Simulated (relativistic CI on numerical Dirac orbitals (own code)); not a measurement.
Electric-dipole lines of Ta XXXV

Computed by Dirac-Coulomb-Breit CI, KLI orbitals optimised for each configuration, QED by a radiative potential, unscaled Slater integrals (own radial code, finite nucleus).

Configuration list (outside the closed core [Ar] 3d10): 4s²4p⁶4d³, 4s²4p⁶4d²4f, 4s²4p⁵4d⁴, 4s4p⁶4d⁴, 4s²4p⁵4d³4f, 4s4p⁶4d³4f, 4s²4p⁶4d²5s, 4s²4p⁶4d4f5s, 4s²4p⁶4d²5p, 4s²4p⁶4d²5d, 4s²4p⁵4d³5s, 4p⁶4d⁴4f, 4s²4p⁶4d²5f, 4s²4p⁵4d³5p, 4s²4p⁶4d5s5p, 4s4p⁶4d²4f5s, 4s²4p⁶4d²5g, 4s4p⁶4d³5s, 4s²4p⁶4d²6s, 4s²4p⁶4d²6p, 4s²4p⁶4d²6f, 4s²4p⁶4d²7p, 4s²4p⁶4d4f², 4s²4p⁶4f³, 4s²4p⁵4d4f³, 4s4p⁶4d4f³, 4s²4p⁶4f²5s, 4s²4p⁶4d5s², 4s²4p⁶4f5s², 4s²4p⁵4d4f5s², 4s4p⁶4d4f5s², 4s²4p⁶4d5p², 4s²4p⁶4f5p², 4s²4p⁵4d4f5p², 4s4p⁶4d4f5p², 4s²4p⁶5s5p². Double excitations out of closed p, d and f shells are left out; levels of such configurations are missing from the list, as are those of other unlisted configurations, and high levels can miss mixing partners. These lack a partner that the ground configuration has and come out too high: 4s²4p⁶4d²5p, 4s²4p⁶4d²5d, 4s²4p⁵4d³5s, 4s²4p⁶4d²5f, 4s²4p⁵4d³5p.

| λ vac (nm) | Lower | Upper | A (s⁻¹) | gf | Branching (%) |
| --- | --- | --- | --- | --- | --- |
| 4.5326 | 4s²4p⁶4d³ ²G9/2 [5] | 4s²4p⁵4d⁴ ⁴D°7/2 [242] | 1.90e+12 | 4.67e+00 | 48.5 |
| 4.6170 | 4s²4p⁶4d³ ²H11/2 [12] | 4s²4p⁵4d⁴ ²H°11/2 [260] | 3.19e+12 | 1.22e+01 | 77.3 |
| 4.6191 | 4s²4p⁶4d³ ²H11/2 [12] | 4s²4p⁵4d⁴ ²G°9/2 [259] | 1.90e+12 | 6.08e+00 | 50.8 |
| 4.6208 | 4s²4p⁶4d³ ⁴F3/2 [1] | 4s²4p⁵4d⁴ ⁴D°1/2 [217] | 3.84e+12 | 2.46e+00 | 91.9 |
| 4.6306 | 4s²4p⁶4d³ ⁴P5/2 [7] | 4s²4p⁵4d⁴ ⁴D°5/2 [245] | 2.04e+12 | 3.94e+00 | 51.4 |
| 4.6732 | 4s²4p⁶4d³ ²G9/2 [17] | 4s²4p⁵4d⁴ ²F°7/2 [272] | 2.81e+12 | 7.35e+00 | 92.0 |
| 4.6775 | 4s²4p⁶4d³ ²G9/2 [17] | 4s²4p⁵4d⁴ ²G°9/2 [271] | 2.43e+12 | 7.97e+00 | 99.0 |
| 4.6909 | 4s²4p⁶4d³ ²G9/2 [17] | 4s²4p⁵4d⁴ ²H°11/2 [269] | 2.90e+12 | 1.15e+01 | 98.0 |
| 4.6972 | 4s²4p⁶4d³ ²D5/2 [19] | 4s²4p⁵4d⁴ ²F°7/2 [277] | 2.79e+12 | 7.39e+00 | 96.3 |
| 4.7961 | 4s²4p⁶4d³ ²G9/2 [5] | 4s²4p⁵4d⁴ ²G°9/2 [223] | 2.44e+12 | 8.42e+00 | 84.0 |
| 4.8173 | 4s²4p⁶4d³ ²G7/2 [4] | 4s²4p⁵4d⁴ ⁴F°7/2 [222] | 1.40e+12 | 3.88e+00 | 55.5 |
| 4.9680 | 4s²4p⁶4d³ ⁴F9/2 [9] | 4s²4p⁵4d⁴ ⁴I°11/2 [229] | 1.45e+12 | 6.43e+00 | 76.6 |
| 4.9988 | 4s²4p⁶4d³ ²H11/2 [12] | 4s²4p⁵4d⁴ ²I°13/2 [232] | 1.80e+12 | 9.42e+00 | 100.0 |
| 5.2720 | 4s²4p⁶4d³ ⁴F5/2 [2] | 4s²4p⁶4d²4f ⁴G°7/2 [186] | 1.54e+12 | 5.15e+00 | 60.3 |
| 5.2731 | 4s²4p⁶4d³ ⁴F3/2 [1] | 4s²4p⁶4d²4f ⁴G°5/2 [164] | 2.37e+12 | 5.94e+00 | 95.0 |
| 5.2868 | 4s²4p⁶4d³ ⁴F5/2 [2] | 4s²4p⁶4d²4f ²D°5/2 [185] | 1.39e+12 | 3.50e+00 | 64.1 |
| 5.3053 | 4s²4p⁶4d³ ²G7/2 [4] | 4s²4p⁶4d²4f ⁴G°9/2 [190] | 1.55e+12 | 6.56e+00 | 72.1 |
| 5.3097 | 4s²4p⁶4d³ ²G9/2 [5] | 4s²4p⁶4d²4f ²H°11/2 [191] | 2.00e+12 | 1.01e+01 | 91.3 |
| 5.3452 | 4s²4p⁶4d³ ⁴F3/2 [1] | 4s²4p⁶4d²4f ⁴F°3/2 [157] | 1.31e+12 | 2.25e+00 | 95.2 |
| 5.3596 | 4s²4p⁶4d³ ²G7/2 [4] | 4s²4p⁶4d²4f ⁴G°7/2 [186] | 9.38e+11 | 3.23e+00 | 36.6 |

Terms are leading LS components. Brackets give the number of a level in order of energy, since labels repeat. The list gives strong lines, with weight on those to low levels, without lines whose two gauges differ by over a factor of 2.5, among the lowest 400 of 9541 levels, so that lines to higher ones, which can be the strongest, are missing. Levels whose partners in the same complex of configurations lie outside the list can be far off, and so can their lines. Rates are taken at the computed energies, electric ones in the length gauge.

At this charge energies of transitions that change n are usually good to better than 1 %, and those within a shell (Δn = 0) to a few per cent. Terms inside the open d or f shell come out 10 to 20 % too wide with unscaled integrals.

LS names give the leading component of a level, which can be under half, so a name can repeat, a term be missing and a line seem to break the LS rules.
